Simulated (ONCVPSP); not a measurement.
## What one change does to a pseudopotential (mercury, ONCV)

* Element: Hg
* Generator: ONCVPSP 4.0.1
* Type: optimised norm-conserving Vanderbilt (ONCV)
* Functional: PBE
* Relativity: non-relativistic
* Frozen core: [Kr] 4d10 4f14 5s2
* Valence charge: 18
* Reference configuration: 5p6 5d10 6s1.5 (charge +0.5)
* Partial waves: 6s: rc 2.50 bohr, ncon 3, nbas 7, qcut 2.6 1/bohr, 2 projectors, debl 1.9 Ha; 5p: rc 1.35 bohr, ncon 4, nbas 7, qcut 8.7 1/bohr, 1 projector; 5d: rc 1.70 bohr, ncon 5, nbas 10, qcut 8 1/bohr, 1 projector
* Local potential: polynomial inside 1.00 bohr (lpopt 1, dvloc0 6 Ha)
* Core correction: Teter function, fcfact 2.25, rcfact 1.45

Change: s: rc 1.66.

Cutoffs: the cutoffs (Ha) at which the residual kinetic energy of the hardest occupied pseudo-wave falls to 1 and 0.1 mHa per electron; they do not see the model core or the augmentation charge, which bear on the density cutoff. Errors are all-electron minus pseudo energies relative to the spin-unpolarised reference configuration.

Predict the effect on cutoff, ghosts and configuration errors.

The potential gets harder (32 Ha and 39 Ha → 60 Ha and 77 Ha); both files keep a bound ghost (s); of the 4 tests that both files solve, the error grows in 0 and shrinks in 2 by more than 15 % and 0.3 meV (median size 7.9 → 2.2 meV). A smaller radius makes the pseudo-wave follow the all-electron one further in, where it bends more sharply, so more plane waves are needed.

```csv
quantity,base,changed
"cutoff, loose",32 Ha,60 Ha
"cutoff, tight",39 Ha,77 Ha
loose cutoff by channel,"s 3.9 Ha, p 32 Ha, d 22 Ha","s 60 Ha, p 32 Ha, d 22 Ha"
bound ghosts,s,s
GHOST(+) flags under 300 eV,s at 86.2 eV,s at 222.1 eV
"error for 5p6 5d10 6s2, meV [ΔE -3.47 eV]",-1.1,+0.3
"error for 5p6 5d10 6s1, meV [ΔE 5.20 eV]",-0.7,-0.7
"error for 5p6 5d10 6s0, meV [ΔE 21.20 eV]",-15,-3.6
"error for 5p5 5d10 6s2, meV [ΔE 64.64 eV]",-69,-67
p: phases at 1.37 bohr within 0.05 rad from the reference energy up to (Ha; the scan ends near 5),1.6,1.6
d: phases at 1.72 bohr within 0.05 rad from the reference energy up to (Ha; the scan ends near 5),2.4,2.4
"rms error of d²Exc/dni dnj with the model core, mHa",0.88,0.86
```

 A true bound ghost makes a file unfit for plane-wave use even where its test errors are small: the radial tests pick states by their node count and pass the ghost by.
